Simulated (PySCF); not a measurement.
Run record: geometry optimisation, `CS[SiH2][Te]C`.

Method: PBE0-D3(BJ)/def2-SVP geometry optimisation, gas phase, def2 core potentials past Kr (PySCF 2.14.0). Start geometry: GFN2-xTB. A driver script takes a list of jobs; this job's settings line and coordinates (Å) are shown.

Input:
```
{"job": {"xc": "PBE0", "basis": "def2-SVP", "d3": "d3bj", "grid": 1, "maxiter": 30, "shake": 0.01, "kind": "geom"}, "charge": 0, "multiplicity": 1}
C     -2.738290    -0.345250     0.251650
S     -1.979770    -1.056700    -1.221540
Si    -0.018390    -0.240610    -1.064600
Te     1.027310    -0.811460     1.149100
C      2.755420     0.348280     0.716460
H     -2.272400    -0.679740     1.144200
H     -3.787850    -0.634640     0.238690
H     -2.682810     0.768220     0.187020
H      0.674240    -0.814000    -2.187700
H     -0.118700     1.207770    -1.225340
H      3.366480     0.364200     1.622560
H      3.322780    -0.086510    -0.080030
H      2.457800     1.379810     0.459220
```

Output:
```
step   0  E = -1036.14587247  max force = 0.028117
step   1  E = -1036.15099484  max force = 0.006958
step   2  E = -1036.15135908  max force = 0.001301
step   3  E = -1036.15162231  max force = 0.003124
step   4  E = -1036.15184578  max force = 0.003777
step   5  E = -1036.15207726  max force = 0.002115
step   6  E = -1036.15221487  max force = 0.001322
step   7  E = -1036.15230387  max force = 0.001402
step   8  E = -1036.15233942  max force = 0.001250
step   9  E = -1036.15234753  max force = 0.000514
step  10  E = -1036.15234785  max force = 0.000173
optimisation converged
```

Energies in Eh; «max force» is the largest Cartesian gradient component in Eh/bohr.

Give the first gradient maximum in eV/Å.

With 1 Eh/bohr = 51.422 eV/Å, 1.446 eV/Å.

How much energy does the optimisation release, in eV?

E(step 0) − E(last step) = 0.006475 Eh, which is 0.176 eV.

In short: final energy -1036.15235 Eh after 10 steps; dipole 2.20 D.

Where do the atoms end?

0.690 Å rms from the input after alignment:
```
atom  x, y, z in Å
C1    -2.3349   -0.0590    0.3543
S2    -2.0942   -0.9262   -1.2273
Si3    0.0065   -0.6651   -1.5138
Te4    1.3639   -1.5579    0.3950
C5     2.3614    0.3262    0.7787
H6    -1.6040   -0.4035    1.1013
H7    -3.3465   -0.3084    0.7015
H8    -2.2578    1.0301    0.2273
H9     0.2845   -1.3772   -2.7934
H10    0.4019    0.7755   -1.6233
H11    2.8785    0.2193    1.7411
H12    3.0883    0.5348   -0.0145
H13    1.6192    1.1305    0.8467
```

Hardware: an Arm Neoverse V2 with one thread, shared host with 96 logical CPUs at a one-minute load of 80. Cost: 1.7 min, 0.56 GiB resident at most.
Labels such as C1 count atoms from 1, the log's own numbers from 0.
